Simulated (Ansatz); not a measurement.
CHF₂ (SMILES F[CH]F), doublet, at a GFN2-xTB geometry. Base run: PBE/def2-SVP run with Ansatz (a quantum-chemistry and plane-wave program).

Ansatz was given this input:
Ansatz 0.2 input:
```yaml
crystal:
  periodic: [false, false, false]
  atoms:
    - {symbol: F, position_ang: [-1.10051584, -0.21340797, -0.06171724]}
    - {symbol: C, position_ang: [0.01021269, 0.45066975, 0.22629569]}
    - {symbol: F, position_ang: [1.09079420, -0.25278206, -0.08219690]}
    - {symbol: H, position_ang: [0.02621860, 1.49169176, -0.06254685]}
basis:
  gaussian:
    orbitals: def2-SVP
hamiltonian:
  xc: pbe
magnetization: {spin_polarized: true, initial_magnetization: 1}
```

The base run was repeated with changes; each row names its change, and settings that it needs were set with it.

```json
[
 {"change": "base", "E (Eh)": "-237.89527", "SCF-reference <S^2>": "0.752"},
 {"change": "functional = pbe0", "E (Eh)": "-237.89717", "SCF-reference <S^2>": "0.752"},
 {"change": "functional = b3lyp", "E (Eh)": "-238.13004", "SCF-reference <S^2>": "0.752"},
 {"change": "functional = blyp", "E (Eh)": "-238.09942", "SCF-reference <S^2>": "0.751"},
 {"change": "functional = B97M-V", "E (Eh)": "-238.04258", "SCF-reference <S^2>": "0.753"},
 {"change": "functional = wB97X-V", "E (Eh)": "-238.04959", "SCF-reference <S^2>": "0.752"},
 {"change": "functional = r2scan", "E (Eh)": "-238.02507", "SCF-reference <S^2>": "0.753"},
 {"change": "functional = B2PLYP", "E (Eh)": "-237.94028", "SCF-reference <S^2>": "0.753"},
 {"change": "functional = SVWN5", "E (Eh)": "-236.50845", "SCF-reference <S^2>": "0.751"},
 {"change": "functional = hse06", "E (Eh)": "-237.88752", "SCF-reference <S^2>": "0.752"},
 {"change": "functional = PBE-QIDH", "E (Eh)": "-237.80556", "SCF-reference <S^2>": "0.754"},
 {"change": "functional = pbe0; dispersion = d3bjatm", "E (Eh)": "-237.89802", "SCF-reference <S^2>": "0.752"},
 {"change": "functional = BHLYP", "E (Eh)": "-238.03290", "SCF-reference <S^2>": "0.753"}
]
```

Total energies compare only within one method and basis.
